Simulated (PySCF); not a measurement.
One of the candidates below gave these computed data.

All candidates are C8H10O.

* Rotational structure: rotational constants A, B, C: 2.664, 1.463, 1.025 GHz [GFN2-xTB]
* Dipole: 1.13 D [PBE0/pcSseg-1]
* NMR, other nuclei: isotropic shieldings of nuclei other than C and H, by class: 214 (1 O) ppm [GIAO PBE0/pcSseg-1]
* 13C NMR: chemical shifts (computed TMS as zero) by class: 160.6 (1 C), 136.5 (1 C), 135.8 (1 C), 132.2 (1 C), 125.7 (1 C), 117.9 (1 C), 29.0 (1 C), 18.8 (1 C) ppm [GIAO PBE0/pcSseg-1]
* 1H NMR: chemical shifts (computed TMS as zero) by class: 7.45 (1 H), 7.33 (1 H), 7.12 (1 H), 6.70 (1 H), 4.25 (1 H), 2.76 (2 H), 1.19 (3 H) ppm [GIAO PBE0/pcSseg-1]

Electronic properties: PySCF, gas phase, density fitting. Levels stand in brackets. One conformer (not necessarily the lowest) at the GFN2-xTB geometry, without solvent, vibrations or thermal averaging. NMR values are class means; diastereotopic atoms form classes of their own.

**Question.** Which candidate is it?
A. `CCc1ccccc1O`
B. `C=C=C(C=O)[C@@H](C)C=C`
C. `C#C[C@@H]1[C@@H](C)[C@H]1[C@H]1CO1`

**Answer.** A. It is `CCc1ccccc1O`. Numbering: `[CH3:1][CH2:2][c:3]1[cH:4][cH:5][cH:6][cH:7][c:8]1[OH:9]`. Its formula, C8H10O, gives 4 degrees of unsaturation: 1 ring and 3 π bonds in the structure found (Kekulé form). 8 carbons fall into 8 classes; from least to most shielded: aromatic carbon bearing oxygen [C8] (160.6 ppm), substituted aromatic carbon [C3] (136.5 ppm), aromatic CH carbon [C4] (135.8 ppm), aromatic CH carbon [C6] (132.2 ppm), aromatic CH carbon [C5] (125.7 ppm), aromatic CH carbon [C7] (117.9 ppm), benzylic-type carbon [C2] (29.0 ppm), methyl carbon [C1] (18.8 ppm). Hydrogen classes from least to most shielded: 1 H on an aromatic CH carbon, C4 (7.45 ppm), 1 H on an aromatic CH carbon, C6 (7.33 ppm), 1 H on an aromatic CH carbon, C5 (7.12 ppm), 1 H on an aromatic CH carbon, C7 (6.70 ppm), 1 H on a phenol-type oxygen, O9 (4.25 ppm), 2 H on a benzylic-type carbon, C2 (2.76 ppm, a mean of values up to 0.9 ppm apart in this geometry), 3 H on a methyl carbon, C1 (1.19 ppm, a mean of values up to 0.5 ppm apart in this geometry). The other shieldings belong to: 214 ppm, phenol-type oxygen [O9]. The optimised geometry has point group C1 and is an asymmetric top.

The others, at the same levels:
- `C=C=C(C=O)[C@@H](C)C=C` fails: its computed 13C shifts are 237.3 (1 C), 194.8 (1 C), 150.9 (1 C), 120.4 (1 C), 120.4 (1 C), 85.0 (1 C), 37.3 (1 C), 25.6 (1 C) ppm, 1H shifts are 9.89 (1 H), 6.17 (1 H), 5.58 (2 H), 5.44 (1 H), 5.24 (1 H), 3.48 (1 H), 1.12 (3 H) ppm and rotational constant A is 1.645 GHz (against 2.664 GHz).
- `C#C[C@@H]1[C@@H](C)[C@H]1[C@H]1CO1` fails: its computed 13C shifts are 91.0 (1 C), 70.6 (1 C), 48.0 (1 C), 43.8 (1 C), 33.1 (1 C), 25.3 (1 C), 15.3 (1 C), 13.4 (1 C) ppm, 1H shifts are 2.61 (1 H), 2.43 (1 H), 2.14 (1 H), 1.32 (1 H), 1.32 (3 H), 1.17 (1 H), 0.78 (1 H), 0.63 (1 H) ppm and rotational constant A is 2.452 GHz (against 2.664 GHz).

Each candidate is one conformer, not necessarily the lowest. The conformers computed, where there is a choice (atom-mapped SMILES and torsion angles):
- `[CH3:1][CH2:2][c:3]1[cH:4][cH:5][cH:6][cH:7][c:8]1[OH:9]`: C1–C2–C3–C4 -95°, H–O9–C8–C7 -1°
- `[CH2:1]=[C:2]=[C:3]([CH:4]=[O:5])[C@@H:6]([CH3:7])[CH:8]=[CH2:9]`: C2–C3–C4–O5 -179°, C2–C3–C6–C7 -77°, C3–C6–C8–C9 116°
- `[CH:1]#[C:2][C@@H:3]1[C@@H:4]([CH3:5])[C@H:6]1[C@H:7]1[CH2:8][O:9]1`: C4–C6–C7–C8 -178°
